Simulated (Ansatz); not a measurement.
Stretching the Sn1–I3 bond in HISn (SMILES [SnH][I]) (multiplicity 1 held, fragments rigid). Energies count from the point at 2.758 Å.
Geometry at that point (charge 0, multiplicity 1):
```xyz
3

Sn     0.452     0.915     0.965
H      0.730     2.177    -0.263
I     -0.441    -0.904    -0.906
```

Signs of static correlation in def2-SVP, with CASSCF(6,4), from Ansatz (a program for electronic structure) runs.

| R (Å) | T1 of restricted CCSD | ⟨S²⟩ of UHF | largest double amplitude of restricted CCSD | weight of the CASSCF reference in MRCISD | CASSCF natural occupations |
|---|---|---|---|---|---|
| 2.207 | 0.013 | 0.000 | 0.069 | 0.910 | 2.00 2.00 1.97 0.03 |
| 2.482 | 0.015 | 0.000 | 0.064 | 0.908 | 2.00 2.00 1.97 0.03 |
| 2.758 | 0.017 | 0.000 | 0.052 | 0.903 | 2.00 1.99 1.98 0.03 |
| 3.034 | 0.020 | 0.000 | 0.059 | 0.902 | 2.00 1.99 1.97 0.04 |
| 3.310 | 0.023 | 0.000 | (withheld) | 0.903 | 2.00 1.99 1.95 0.06 |
| 3.724 | 0.032 | 0.370 | 0.137 | 0.903 | 2.00 1.99 1.90 0.11 |
| 4.137 | 0.048 | 0.794 | 0.212 | 0.904 | 2.00 2.00 1.80 0.20 |
| 4.827 | 0.101 | 0.978 | 0.418 | 0.904 | 2.00 2.00 1.47 0.54 |
| 5.517 | 0.173 | 1.010 | (withheld) | 0.905 | 2.00 2.00 1.20 0.80 |
| 6.344 | 0.228 | 1.017 | 1.211 | 0.905 | 2.00 2.00 1.07 0.93 |
| 7.447 | 0.243 | 1.017 | 1.394 | 0.905 | 2.00 2.00 1.01 0.99 |
| 8.827 | 0.230 | 1.017 | 1.371 | 0.905 | 2.00 2.00 1.00 1.00 |

Problem. Fill in the missing entries.

Solution. 
- 3.310, largest double amplitude of restricted CCSD: 0.097
- 5.517, largest double amplitude of restricted CCSD: 0.798

Doubts at one or more of the structures used: active orbitals that take no part (SC-NEVPT2 on CASSCF(6,4)/def2-SVP); a restricted determinant that unrestricted orbitals would lower (R-CCSD(T)/def2-SVP); T1 above 0.05 (R-CCSD(T)/def2-SVP, U-CCSD(T)/def2-SVP); other coupled-cluster roots lie near (R-CCSD(T)/def2-SVP); a spin-contaminated determinant (U-CCSD(T)/def2-SVP).
